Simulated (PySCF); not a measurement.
A series of related molecules.

All values: PBE0/pcSseg-1 (PySCF) at GFN2-xTB geometries, gas phase, one conformer each.

Question: Rank by dipole moment, lowest first.
A. `[CH3:1][N:2]=[P:3]1([CH3:4])[CH2:5][CH2:6][CH2:7][CH2:8][CH2:9]1` with N2–P3–C5–C6 58°, P3–C5–C6–C7 64°, C5–C6–C7–C8 -67°, C6–C7–C8–C9 65°
B. `[CH3:1][P:2]1(=[S:3])[CH2:4][CH2:5][CH2:6][CH2:7][CH2:8]1` with C1–P2–C4–C5 66°, P2–C4–C5–C6 57°, C4–C5–C6–C7 -66°, C5–C6–C7–C8 66°
C. `[CH3:1][CH:2]=[P:3]1([CH3:4])[CH2:5][CH2:6][CH2:7][CH2:8][CH2:9]1` with C2–P3–C5–C6 61°, P3–C5–C6–C7 61°, C5–C6–C7–C8 -65°, C6–C7–C8–C9 66°
D. `[CH3:1][P:2]1(=[NH:3])[CH2:4][CH2:5][CH2:6][CH2:7][CH2:8]1` with C1–P2–C4–C5 166°, P2–C4–C5–C6 -64°, C4–C5–C6–C7 66°, C5–C6–C7–C8 -65°
E. `[CH3:1][P:2]1[CH2:3][CH2:4][CH2:5][CH2:6][CH2:7]1` with C1–P2–C3–C4 -160°, P2–C3–C4–C5 66°, C3–C4–C5–C6 -62°, C4–C5–C6–C7 62°
F. `[CH3:1][P:2]1(=[N:3][SiH3:4])[CH2:5][CH2:6][CH2:7][CH2:8][CH2:9]1` with C1–P2–C5–C6 66°, P2–C5–C6–C7 56°, C5–C6–C7–C8 -67°, C6–C7–C8–C9 66°

Answer: E (1.25 D), C (2.60 D), A (2.82 D), D (3.06 D), F (4.77 D), B (5.32 D).

Question: Rank by the highest IAO charge on any atom, highest value first.
A. `CP1(=S)CCCCC1`
B. `CP1(=N)CCCCC1`
C. `CP1(=N[SiH3])CCCCC1`
D. `O=P1(CCCCC1)C`
E. `C=P1(C)CCCCC1`
F. `CC=P1(C)CCCCC1`

Answer: D (+1.531 e), C (+1.367 e), B (+1.351 e), E (+1.171 e), F (+1.142 e), A (+1.094 e).

Question: Rank by the highest Hirshfeld charge on any atom, lowest value first.
A. `C1CP(CCC1)(C)=C`
B. `CP1(=S)CCCCC1`
C. `CP1CCCCC1`
D. `CP1(=O)CCCCC1`
E. `CP1(=N[SiH3])CCCCC1`
F. `CN=P1(C)CCCCC1`

Answer: C (+0.142 e), B (+0.350 e), A (+0.377 e), F (+0.407 e), E (+0.417 e), D (+0.431 e).

All values together:

```json
{"SMILES": "CP1CCCCC1", "change": "parent", "formula": "C6H13P", "μ (D)": "1.25", "HOMO (eV)": "-6.47", "LUMO (eV)": "1.19", "lowest IAO charge (e)": "-0.609 (C)", "highest IAO charge (e)": "+0.478 (P)", "lowest Hirshfeld charge (e)": "-0.168 (C)", "highest Hirshfeld charge (e)": "+0.142 (P)"}
{"SMILES": "CN=P1(C)CCCCC1", "change": "phosphine turned into its imine (P=NMe)", "formula": "C7H16NP", "μ (D)": "2.82", "HOMO (eV)": "-5.64", "LUMO (eV)": "1.03", "lowest IAO charge (e)": "-0.836 (N)", "highest IAO charge (e)": "+1.337 (P)", "lowest Hirshfeld charge (e)": "-0.323 (N)", "highest Hirshfeld charge (e)": "+0.407 (P)"}
{"SMILES": "CC=P1(C)CCCCC1", "change": "phosphine turned into its ethylidene ylide", "formula": "C8H17P", "μ (D)": "2.60", "HOMO (eV)": "-4.70", "LUMO (eV)": "1.02", "lowest IAO charge (e)": "-0.728 (C)", "highest IAO charge (e)": "+1.142 (P)", "lowest Hirshfeld charge (e)": "-0.236 (C)", "highest Hirshfeld charge (e)": "+0.370 (P)"}
{"SMILES": "CP1(=N[SiH3])CCCCC1", "change": "phosphine turned into its imine (P=NSiH3)", "formula": "C6H16NPSi", "μ (D)": "4.77", "HOMO (eV)": "-6.39", "LUMO (eV)": "0.83", "lowest IAO charge (e)": "-1.073 (N)", "highest IAO charge (e)": "+1.367 (P)", "lowest Hirshfeld charge (e)": "-0.410 (N)", "highest Hirshfeld charge (e)": "+0.417 (P)"}
{"SMILES": "CP1(=N)CCCCC1", "change": "phosphine turned into its imine (P=NH)", "formula": "C6H14NP", "μ (D)": "3.06", "HOMO (eV)": "-6.11", "LUMO (eV)": "1.04", "lowest IAO charge (e)": "-1.010 (N)", "highest IAO charge (e)": "+1.351 (P)", "lowest Hirshfeld charge (e)": "-0.417 (N)", "highest Hirshfeld charge (e)": "+0.406 (P)"}
{"SMILES": "CP1(=S)CCCCC1", "change": "phosphine turned into its sulfide", "formula": "C6H13PS", "μ (D)": "5.32", "HOMO (eV)": "-6.19", "LUMO (eV)": "0.80", "lowest IAO charge (e)": "-0.654 (C)", "highest IAO charge (e)": "+1.094 (P)", "lowest Hirshfeld charge (e)": "-0.361 (S)", "highest Hirshfeld charge (e)": "+0.350 (P)"}
{"SMILES": "CP1(=O)CCCCC1", "change": "phosphine turned into its oxide", "formula": "C6H13OP", "μ (D)": "4.46", "HOMO (eV)": "-7.19", "LUMO (eV)": "0.96", "lowest IAO charge (e)": "-0.939 (O)", "highest IAO charge (e)": "+1.531 (P)", "lowest Hirshfeld charge (e)": "-0.422 (O)", "highest Hirshfeld charge (e)": "+0.431 (P)"}
{"SMILES": "C=P1(C)CCCCC1", "change": "phosphine turned into its methylene ylide", "formula": "C7H15P", "μ (D)": "2.89", "HOMO (eV)": "-5.11", "LUMO (eV)": "1.06", "lowest IAO charge (e)": "-0.932 (C)", "highest IAO charge (e)": "+1.171 (P)", "lowest Hirshfeld charge (e)": "-0.321 (C)", "highest Hirshfeld charge (e)": "+0.377 (P)"}
```

Conformers: `[CH3:1][P:2]1[CH2:3][CH2:4][CH2:5][CH2:6][CH2:7]1` with C1–P2–C3–C4 -160°, P2–C3–C4–C5 66°, C3–C4–C5–C6 -62°, C4–C5–C6–C7 62°; `[CH3:1][N:2]=[P:3]1([CH3:4])[CH2:5][CH2:6][CH2:7][CH2:8][CH2:9]1` with N2–P3–C5–C6 58°, P3–C5–C6–C7 64°, C5–C6–C7–C8 -67°, C6–C7–C8–C9 65°; `[CH3:1][CH:2]=[P:3]1([CH3:4])[CH2:5][CH2:6][CH2:7][CH2:8][CH2:9]1` with C2–P3–C5–C6 61°, P3–C5–C6–C7 61°, C5–C6–C7–C8 -65°, C6–C7–C8–C9 66°; `[CH3:1][P:2]1(=[N:3][SiH3:4])[CH2:5][CH2:6][CH2:7][CH2:8][CH2:9]1` with C1–P2–C5–C6 66°, P2–C5–C6–C7 56°, C5–C6–C7–C8 -67°, C6–C7–C8–C9 66°; `[CH3:1][P:2]1(=[NH:3])[CH2:4][CH2:5][CH2:6][CH2:7][CH2:8]1` with C1–P2–C4–C5 166°, P2–C4–C5–C6 -64°, C4–C5–C6–C7 66°, C5–C6–C7–C8 -65°; `[CH3:1][P:2]1(=[S:3])[CH2:4][CH2:5][CH2:6][CH2:7][CH2:8]1` with C1–P2–C4–C5 66°, P2–C4–C5–C6 57°, C4–C5–C6–C7 -66°, C5–C6–C7–C8 66°; `[CH3:1][P:2]1(=[O:3])[CH2:4][CH2:5][CH2:6][CH2:7][CH2:8]1` with C1–P2–C4–C5 66°, P2–C4–C5–C6 57°, C4–C5–C6–C7 -66°, C5–C6–C7–C8 66°; `[CH2:1]=[P:2]1([CH3:3])[CH2:4][CH2:5][CH2:6][CH2:7][CH2:8]1` with C1–P2–C4–C5 60°, P2–C4–C5–C6 62°, C4–C5–C6–C7 -66°, C5–C6–C7–C8 66°.

Question: Give the shifts from the parent, `CP1CCCCC1`.

Answer: 
```
             SMILES  change in μ (D)  change in HOMO (eV)  change in LUMO (eV)
     CN=P1(C)CCCCC1            +1.57                +0.83                -0.16
     CC=P1(C)CCCCC1            +1.35                +1.77                -0.17
CP1(=N[SiH3])CCCCC1            +3.52                +0.08                -0.36
      CP1(=N)CCCCC1            +1.81                +0.36                -0.15
      CP1(=S)CCCCC1            +4.07                +0.28                -0.39
      CP1(=O)CCCCC1            +3.21                -0.72                -0.23
      C=P1(C)CCCCC1            +1.64                +1.36                -0.13
```
